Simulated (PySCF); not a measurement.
C₅H₁₀, SMILES C(=C)CCC. Atoms are numbered in the order given.

```xyz
15

C     -2.3345    -0.1849    -0.1951
C     -1.0907     0.2177    -0.4702
C     -0.0860     0.6753     0.5496
C      1.1331    -0.2554     0.6936
C      1.9830    -0.3829    -0.5707
H     -2.7177    -0.1929     0.8312
H     -3.0182    -0.5178    -0.9810
H     -0.7560     0.2089    -1.5151
H     -0.5830     0.7762     1.5288
H      0.2755     1.6842     0.2737
H      0.7819    -1.2539     1.0072
H      1.7619     0.1235     1.5179
H      2.3371     0.6038    -0.9147
H      1.4189    -0.8401    -1.3990
H      2.8701    -1.0109    -0.3924
```

The structure is a stationary point at B3LYP-D3(BJ)/def2-SVP. Other conformers were not sampled.

Method: PBE/def2-TZVP run with PySCF.

ESP charges are fitted to the potential on shells at 1.4 to 2.0 van der Waals radii. Atomic charges (e):

```csv
atom,Löwdin,Mulliken,ESP fit
C1,-0.22,-0.27,-0.59
C2,-0.21,?,0.06
C3,-0.26,-0.13,-0.23
C4,-0.29,?,0.21
C5,-0.32,?,-0.39
H6,0.12,0.10,0.22
H7,0.12,0.11,0.20
H8,0.14,?,0.09
H9,0.14,?,0.08
H10,0.14,?,0.08
H11,0.14,0.10,0.00
H12,0.14,0.10,-0.02
H13,0.12,0.11,0.10
H14,0.12,0.12,0.09
H15,0.12,0.12,0.09
```

### Question
Some entries are withheld; supply them. (An estimate is asked for; the answer gives what the named calculation found.)

### Answer

- C2, Mulliken: -0.12
- C4, Mulliken: -0.14
- C5, Mulliken: -0.38
- H8, Mulliken: 0.10
- H9, Mulliken: 0.10
- H10, Mulliken: 0.10

Computed Mayer and Wiberg (Löwdin basis) orders of the bonds:
| bond | Mayer | Wiberg |
|---|---|---|
| C1–C2 | 1.97 | 2.18 |
| C2–C3 | 1.00 | 1.24 |
| C3–C4 | 0.99 | 1.21 |
| C4–C5 | 1.02 | 1.30 |
| C1–H6 | 0.95 | 0.89 |
| C1–H7 | 0.95 | 0.89 |
| C2–H8 | 0.94 | 0.82 |
| C3–H9 | 0.95 | 0.83 |
| C3–H10 | 0.95 | 0.83 |
| C4–H11 | 0.95 | 0.85 |
| C4–H12 | 0.95 | 0.84 |
| C5–H13 | 0.97 | 0.90 |
| C5–H14 | 0.97 | 0.90 |
| C5–H15 | 0.96 | 0.91 |
